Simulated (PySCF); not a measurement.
C$_{4}$H$_{5}$ (SMILES C1[C@]2C[C@H]12), doublet, at a GFN2-xTB geometry, with bond 7-2 at 1.8 times its length; B3LYP/STO-3G (PySCF).

The PySCF input:
```python
from pyscf import gto, scf, dft

mol = gto.Mole()
mol.atom = '''
    C     0.036436    1.135232    0.300912
    C     0.063321   -1.140754    0.274404
    C     0.784348    0.013059   -0.325761
    C    -0.657227   -0.002615   -0.442038
    H    -0.059110    1.197184    1.381706
    H     0.070776    2.094855   -0.195781
    H    -0.105446   -1.301573    2.216661
    H     0.120179   -2.087472   -0.244492
    H    -1.462673   -0.004000   -1.139967
'''
mol.basis = 'sto-3g'
mol.charge = 0
mol.spin = 1
mol.verbose = 4
mol.build()

mf = dft.UKS(mol)
mf.xc = 'b3lyp'
mf.kernel()
mo_i, mo_e, stable_i, stable_e = mf.stability(internal=True, external=False, return_status=True, nroots=6, tol=1e-6)
print('internally stable:', stable_i, ' externally stable:', stable_e)
if not stable_i:
    umf = mf.copy()
    umf.scf_summary = {}
    umf.kernel(umf.make_rdm1(mo_i, mf.mo_occ))
mf.analyze()
```

The log (banner, timings and long lists left out):

```
PySCF version 2.14.0

[INPUT] verbose = 4
[INPUT] num. atoms = 9
[INPUT] num. electrons = 29
[INPUT] charge = 0
[INPUT] spin (= nelec alpha-beta = 2S) = 1
[INPUT] symmetry False subgroup None
[INPUT] Mole.unit = angstrom
[INPUT] Symbol           X                Y                Z      unit          X                Y                Z       unit  Magmom
[...]
nuclear repulsion = 106.168621968868
number of shells = 17
number of NR pGTOs = 75
number of NR cGTOs = 25
basis = sto-3g
ecp = {}

******** <class 'pyscf.dft.uks.UKS'> ********
method = UKS
initial guess = minao
damping factor = 0
level_shift factor = 0
DIIS = <class 'pyscf.scf.diis.CDIIS'>
diis_start_cycle = 1
diis_space = 8
diis_damp = 0
SCF conv_tol = 1e-09
SCF conv_tol_grad = None
SCF max_cycles = 50
direct_scf = True
direct_scf_tol = 1e-13
number electrons alpha = 15  beta = 14
XC library pyscf.dft.libxc version 7.1.2
    S. Lehtola, C. Steigemann, M. J. T. Oliveira, and M. A. L. Marques,  SoftwareX 7, 1–5 (2018)
XC functionals = b3lyp
    P. J. Stephens, F. J. Devlin, C. F. Chabalowski, and M. J. Frisch,  J. Phys. Chem. 98, 11623 (1994)
radial grids:
    Treutler-Ahlrichs [JCP 102, 346 (1995); DOI:10.1063/1.469408] (M4) radial grids

becke partition: Becke, JCP 88, 2547 (1988); DOI:10.1063/1.454033
pruning grids: <function nwchem_prune>
grids dens level: 3
symmetrized grids: False
atomic radii adjust function: <function treutler_atomic_radii_adjust>
small_rho_cutoff = 0
Set gradient conv threshold to 3.16228e-05
tot grids = 105512
init E= -153.863856134249

cycle= 1 E= -153.168439337629  delta_E= 0.695  |g|= 0.112  |ddm|= 2.79
cycle= 2 E= -153.164077652763  delta_E= 0.00436  |g|= 0.168  |ddm|= 0.474
cycle= 3 E= -153.185492619885  delta_E= -0.0214  |g|= 0.0379  |ddm|= 0.297
cycle= 4 E= -153.18599100046  delta_E= -0.000498  |g|= 0.0324  |ddm|= 0.105
cycle= 5 E= -153.186898994155  delta_E= -0.000908  |g|= 0.0051  |ddm|= 0.0568
cycle= 6 E= -153.186958861616  delta_E= -5.99e-05  |g|= 0.00256  |ddm|= 0.0201
cycle= 7 E= -153.18698853799  delta_E= -2.97e-05  |g|= 0.00214  |ddm|= 0.0123
cycle= 8 E= -153.187014249628  delta_E= -2.57e-05  |g|= 0.00203  |ddm|= 0.0104
cycle= 9 E= -153.187019196711  delta_E= -4.95e-06  |g|= 0.00204  |ddm|= 0.002
cycle= 10 E= -153.186906144519  delta_E= 0.000113  |g|= 0.00177  |ddm|= 0.0502
cycle= 11 E= -153.186747175564  delta_E= 0.000159  |g|= 0.00128  |ddm|= 0.107
cycle= 12 E= -153.186696274965  delta_E= 5.09e-05  |g|= 0.000614  |ddm|= 0.0728
cycle= 13 E= -153.186674618205  delta_E= 2.17e-05  |g|= 0.000352  |ddm|= 0.0538
cycle= 14 E= -153.186653030023  delta_E= 2.16e-05  |g|= 0.00044  |ddm|= 0.0539
cycle= 15 E= -153.186643259773  delta_E= 9.77e-06  |g|= 0.000544  |ddm|= 0.018
cycle= 16 E= -153.186651856139  delta_E= -8.6e-06  |g|= 0.000467  |ddm|= 0.0157
cycle= 17 E= -153.186675379539  delta_E= -2.35e-05  |g|= 0.00031  |ddm|= 0.0581
cycle= 18 E= -153.186683952661  delta_E= -8.57e-06  |g|= 0.000341  |ddm|= 0.0229
cycle= 19 E= -153.186700931209  delta_E= -1.7e-05  |g|= 0.000457  |ddm|= 0.0373
cycle= 20 E= -153.186677399538  delta_E= 2.35e-05  |g|= 0.000314  |ddm|= 0.0546
cycle= 21 E= -153.186656769555  delta_E= 2.06e-05  |g|= 0.00039  |ddm|= 0.0534
cycle= 22 E= -153.186654854773  delta_E= 1.91e-06  |g|= 0.000408  |ddm|= 0.00415
cycle= 23 E= -153.186673646782  delta_E= -1.88e-05  |g|= 0.000311  |ddm|= 0.0472
cycle= 24 E= -153.18672903655  delta_E= -5.54e-05  |g|= 0.000696  |ddm|= 0.108
cycle= 25 E= -153.18669502199  delta_E= 3.4e-05  |g|= 0.000416  |ddm|= 0.0543
cycle= 26 E= -153.186688212208  delta_E= 6.81e-06  |g|= 0.000368  |ddm|= 0.0152
cycle= 27 E= -153.186684868537  delta_E= 3.34e-06  |g|= 0.00035  |ddm|= 0.00814
cycle= 28 E= -153.186673711393  delta_E= 1.12e-05  |g|= 0.000317  |ddm|= 0.0298
cycle= 29 E= -153.186672161278  delta_E= 1.55e-06  |g|= 0.000317  |ddm|= 0.00428
cycle= 30 E= -153.186676354128  delta_E= -4.19e-06  |g|= 0.000322  |ddm|= 0.0116
cycle= 31 E= -153.186679776538  delta_E= -3.42e-06  |g|= 0.000331  |ddm|= 0.0093
[...]
cycle= 40 E= -153.186664347028  delta_E= 2.86e-05  |g|= 0.000333  |ddm|= 0.0739
cycle= 41 E= -153.186663130169  delta_E= 1.22e-06  |g|= 0.00034  |ddm|= 0.00308
cycle= 42 E= -153.186658392209  delta_E= 4.74e-06  |g|= 0.000373  |ddm|= 0.0114
cycle= 43 E= -153.186650694075  delta_E= 7.7e-06  |g|= 0.000438  |ddm|= 0.0163
cycle= 44 E= -153.186653653786  delta_E= -2.96e-06  |g|= 0.000412  |ddm|= 0.00594
cycle= 45 E= -153.186653462839  delta_E= 1.91e-07  |g|= 0.000413  |ddm|= 0.000394
cycle= 46 E= -153.186654096303  delta_E= -6.33e-07  |g|= 0.000408  |ddm|= 0.00132
cycle= 47 E= -153.186656370105  delta_E= -2.27e-06  |g|= 0.000389  |ddm|= 0.00487
cycle= 48 E= -153.186702795587  delta_E= -4.64e-05  |g|= 0.00047  |ddm|= 0.112
cycle= 49 E= -153.186663358804  delta_E= 3.94e-05  |g|= 0.00034  |ddm|= 0.0959
cycle= 50 E= -153.186672146007  delta_E= -8.79e-06  |g|= 0.000311  |ddm|= 0.0234
SCF not converged.
SCF energy = -153.186672146007 after 50 cycles  <S^2> = 0.78785724  2S+1 = 2.0375056
uhf_internal: lowest eigs of H = [0.00107088 0.16648473 0.33868475 0.34809496 0.40339502 0.48931977]
<class 'pyscf.dft.uks.UKS'> wavefunction is stable in the internal stability analysis
internally stable: True  externally stable: None
**** SCF Summaries ****
Total Energy =                        -153.186672146006941
Nuclear Repulsion Energy =             106.168621968868223
One-electron Energy =                 -415.550227075371481
Two-electron Energy =                  156.194932960496345
Two-electron Coulomb Energy =          179.649918483972272
DFT Exchange-Correlation Energy =      -23.454985523475933
**** MO energy ****
                             alpha | beta                alpha | beta
[...]
To work with the spin densities directly, `use mulliken_meta_spin()` only printing them here.

 ** Mulliken spin pop alpha/beta on meta-lowdin orthogonal AOs **
 ** Mulliken Spin Density (per AO)  **
spin_pop of  0 C 1s       -0.00000
spin_pop of  0 C 2s       -0.00144
spin_pop of  0 C 2px       0.05071
spin_pop of  0 C 2py      -0.00537
spin_pop of  0 C 2pz       0.00033
spin_pop of  1 C 1s       -0.00000
spin_pop of  1 C 2s       -0.03415
spin_pop of  1 C 2px       0.04837
spin_pop of  1 C 2py      -0.00773
spin_pop of  1 C 2pz      -0.13057
spin_pop of  2 C 1s        0.00001
spin_pop of  2 C 2s        0.19947
spin_pop of  2 C 2px       0.33855
spin_pop of  2 C 2py       0.01847
spin_pop of  2 C 2pz       0.26283
spin_pop of  3 C 1s       -0.00000
spin_pop of  3 C 2s        0.00482
spin_pop of  3 C 2px      -0.00175
spin_pop of  3 C 2py      -0.00121
spin_pop of  3 C 2pz       0.05062
spin_pop of  4 H 1s       -0.00334
spin_pop of  5 H 1s        0.00136
spin_pop of  6 H 1s        0.19458
spin_pop of  7 H 1s       -0.00011
spin_pop of  8 H 1s        0.01557
 ** Mulliken Spin Density (per atom)  **
spin density of  0 C =      0.04423
spin density of  1 C =     -0.12408
spin density of  2 C =      0.81932
spin density of  3 C =      0.05247
spin density of  4 H =     -0.00334
spin density of  5 H =      0.00136
spin density of  6 H =      0.19458
spin density of  7 H =     -0.00011
spin density of  8 H =      0.01557
 ** Mulliken pop alpha/beta on meta-lowdin orthogonal AOs **
 ** Mulliken pop       alpha | beta **
[...]
In total            15.00000 | 14.00000
 ** Mulliken atomic charges   ( Nelec_alpha | Nelec_beta ) **
charge of  0C =     -0.07899  (     3.06161      3.01738 )
charge of  1C =     -0.04334  (     2.95963      3.08371 )
charge of  2C =     -0.01563  (     3.41748      2.59815 )
charge of  3C =     -0.05674  (     3.05460      3.00213 )
charge of  4H =      0.05477  (     0.47094      0.47428 )
charge of  5H =      0.05725  (     0.47205      0.47069 )
charge of  6H =     -0.04809  (     0.62134      0.42675 )
charge of  7H =      0.05797  (     0.47096      0.47107 )
charge of  8H =      0.07279  (     0.47139      0.45582 )
Dipole moment(X, Y, Z, Debye): -0.64124,  0.41329, -0.90607
```

The run did not converge; its last values are not results.
